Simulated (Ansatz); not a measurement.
One change: `C[SiH](O)[GaH2]` becomes `C[SiH](O)O`.

Ansatz, PBE0-D4/def2-TZVP geometries, multiplicity 1. Each molecule was computed in one conformer, which needn't be the lowest.

Scalar relativity is left out up to krypton.

| property | `C[SiH](O)[GaH2]` |
| --- | --- |
| HOMO energy (ωB97M-V/def2-TZVPP) / eV | -9.19 |
| HOMO–LUMO gap (B3LYP/def2-TZVPP) / eV | 4.74 |
| LUMO energy (PBE/def2-TZVPP) / eV | -2.80 |
| HOMO–LUMO gap (ωB97M-V/def2-TZVPP) / eV | 8.94 |
| HOMO–LUMO gap (PBE0/def2-TZVPP) / eV | 5.18 |
| HOMO–LUMO gap (PBE/def2-TZVPP) / eV | 3.28 |

(1) Give the same properties after the change, and the shifts. (An estimate is asked.)

Answers

(1) The calculation gave: 
```tsv
property	`C[SiH](O)O`	shift
HOMO energy (ωB97M-V/def2-TZVPP) / eV	-10.82	-1.63
HOMO–LUMO gap (B3LYP/def2-TZVPP) / eV	8.69	3.95
LUMO energy (PBE/def2-TZVPP) / eV	-0.11	2.69
HOMO–LUMO gap (ωB97M-V/def2-TZVPP) / eV	13.00	4.06
HOMO–LUMO gap (PBE0/def2-TZVPP) / eV	9.28	4.10
HOMO–LUMO gap (PBE/def2-TZVPP) / eV	6.93	3.65
```

With PBE0 the HOMO falls by 1.36 eV and the LUMO rises by 2.73 eV, so the gap widens by about 4.09 eV. PBE moves the HOMO by -0.98 eV and ωB97M-V by -1.63 eV.

B3LYP here is the variant with VWN-RPA as its local correlation; programs differ in this.
